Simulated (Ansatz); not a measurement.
Geometry optimisation, UKS PBE-D4/def2-SVP in Ansatz.

Input file:

```yaml
crystal:
  periodic: [false, false, false]
  atoms:
    - { symbol: "N", position_ang: [0.9848, -1.5097, 1.521] }
    - { symbol: C, position_ang: [0.5708, -0.7832, 0.6483] }
    - { symbol: Ge, position_ang: [-0.0506, 0.3417, -0.7723] }
    - { symbol: F, position_ang: [-0.52235, -0.57586, -2.05866] }
    - { symbol: H, position_ang: [1.08634, 1.31199, -1.16685] }
magnetization:
  spin_polarized: true
  initial_magnetization: 1
basis:
  gaussian: { orbitals: def2-SVP }
hamiltonian:
  xc: pbe
  dispersion: d4
relax:
  f_tol: 0.015
  max_steps: 40
```

Run as:

```bash
$ ansatz run input.yaml --threads 2 --pin off --max-ram 3072MiB --backend cpu --events-out ev --progress --plain --runs-dir out
```

Question: Where does it end, and by what steps?

Answer: It converged. After 7 steps the energy has fallen by 0.287 eV; Ge3 moved furthest, 0.08 Å.

| step | energy less start (eV) | largest force component (eV/Å) | accepted |
| --- | --- | --- | --- |
| 0 | 0.0000 | 2.999 | yes |
| 1 | -0.2329 | 1.268 | yes |
| 2 | -0.2815 | 0.238 | yes |
| 3 | -0.2844 | 0.053 | yes |
| 4 | -0.2855 | 0.053 | yes |
| 5 | -0.2866 | 0.054 | yes |
| 6 | -0.2871 | 0.042 | yes |
| 7 | -0.2873 | 0.007 | yes |

```xyz
5
Properties=species:S:1:pos:R:3
N 0.945 -1.506 1.526
C 0.616 -0.819 0.630
Ge -0.068 0.398 -0.717
F -0.518 -0.623 -2.076
H 1.094 1.334 -1.191
```

Whether the end is a true minimum wasn't checked by a vibrational analysis.

The run took 10 s on 2 threads of AMD EPYC 9R14 (Zen 4), on a shared host, peak memory 0.17 GiB.
